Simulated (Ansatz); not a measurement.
CH7BOSi can be A, `BO[SiH2]C`, or B, `BC(O)[SiH3]`.

Program: Ansatz. Geometries: PBE0-D4/def2-TZVP. ΔE: electronic, gas phase. CCSD(T)/CBS adds triple-zeta CCSD(T) − MP2 to the extrapolated MP2 energy (def2 sets, frozen cores). Functionals use def2-TZVPP. B3LYP here is the variant with VWN-RPA as its local correlation; programs differ in this. Each species was taken in one conformer, which may not be the lowest.

A:

Z-matrix (Å, degrees):
```
Si
O 1 1.663
C 1 1.855 2 108.8
H 1 1.485 2 106.8 3 120.0
H 1 1.488 2 109.0 3 -121.7
B 2 1.345 1 132.5 3 120.3
H 3 1.092 1 111.0 2 -62.7
H 3 1.093 1 110.3 2 177.5
H 3 1.092 1 110.8 2 57.8
H 6 1.205 2 120.2 1 0.2
H 6 1.200 2 118.1 1 -179.7
```

B:

```xyz
11

B     1.0887    0.6712   -0.8036
C     0.6697   -0.1823    0.3757
O     0.7373    0.4012    1.6553
Si   -1.1776   -0.3398   -0.2374
H     1.1533    0.1386   -1.8762
H     1.2287    1.8526   -0.7009
H     1.0174   -1.2246    0.3464
H     0.2583   -0.1488    2.2809
H    -1.9533   -0.6094    1.0032
H    -1.6949    0.9096   -0.8547
H    -1.3276   -1.4683   -1.1887
```

Q: Which isomer does CCSD(T)/CBS put lower? Give the gap. (Estimate.)

A: Ansatz gave: A, by 331.9 kJ/mol.

Q: Give E(B) − E(A) in kJ/mol with B3LYP, LDA (SPW92), ωB97M-V, B2PLYP, r2SCAN-D4, B3LYP-D4, MP2/def2-TZVPP. (An estimate is asked.)

A: Ansatz gave: B3LYP 331.2, LDA (SPW92) 295.7, ωB97M-V 326.3, B2PLYP 336.8, r2SCAN-D4 321.8, B3LYP-D4 328.2, MP2/def2-TZVPP 340.3. None reverses the order clearly.

Q: Does the order hold for the free energy at 298.15 K (harmonic terms from PBE0-D4)? (Estimate.)

A: Computed: Yes: G(B) − G(A) = +326.7 kJ/mol, for one conformer each. Modes under 60 cm⁻¹, often nearly free rotors, make the harmonic entropy too high.

Largest T1 diagnostic: 0.013.

From r2SCAN to r2SCAN0 (25 % exact exchange), in def2-TZVPP and without D4, E(B) − E(A) moves by +6.9 kJ/mol. At CCSD(T), def2-SVP lies −5.5 kJ/mol from the extrapolated value and def2-TZVPP −1.1 kJ/mol.
